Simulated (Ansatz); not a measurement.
H2BO2, SMILES `O[B-]O` (lower singlet; H–O–B–O torsion 0°, O–B–O–H torsion 0°) (charge -1, multiplicity 1). This singlet lies 1.04 eV below the relaxed triplet at the level frozen-core CCSD(T)/aug-cc-pVTZ // B3LYP-D3(BJ)/def2-TZVPD (Ansatz, an electronic-structure program).

Calculation: CAM-B3LYP/aug-cc-pVTZ // B3LYP-D3(BJ)/def2-TZVPD (Ansatz).

Ansatz 0.2 input:
```yaml
crystal:
  periodic: [false, false, false]
  atoms:
    - { symbol: O, position_ang: [-1.178902, 0.26221, -0.074339] }
    - { symbol: B, position_ang: [0.007235, 0.96227, 0.02414] }
    - { symbol: O, position_ang: [1.18268, 0.240407, 0.086953] }
    - { symbol: H, position_ang: [-1.023025, -0.723051, -0.08787] }
    - { symbol: H, position_ang: [1.012012, -0.741838, 0.051114] }
basis:
  gaussian: { orbitals: aug-cc-pVTZ }
hamiltonian:
  xc: cam_b3lyp
total_charge: -1
```

Output:

```
Functional definition: CAM-B3LYP
801 factors; their error is unknown
289 factors; integrals over basis functions are off by at most 1.1e-4 eV
mean field evaluation 1: about -4802.9449 eV, gradient 2.3e1 eV
mean field evaluation 2: about -4802.5580 eV, gradient 3.0e1 eV
mean field evaluation 4: about -4804.2718 eV, gradient 7.4e-1 eV
mean field evaluation 8: about -4804.2775 eV, gradient 1.0e-2 eV
mean field evaluation 16: about -4804.2683 eV, gradient 1.0e-5 eV
mean field -4804.26831881 eV, -176.5536042664 hartree, gradient 9.9e-6 eV, S^2 0.000000; 0 other end points of the search recorded, 0 dependent functions left out
reference -4804.26840465 eV, -176.5536074206 hartree; 12, 12 occupied and 172, 172 virtual orbitals, 801 factors
Total energy: -4804.26840465 eV, -176.5536074206 hartree
```
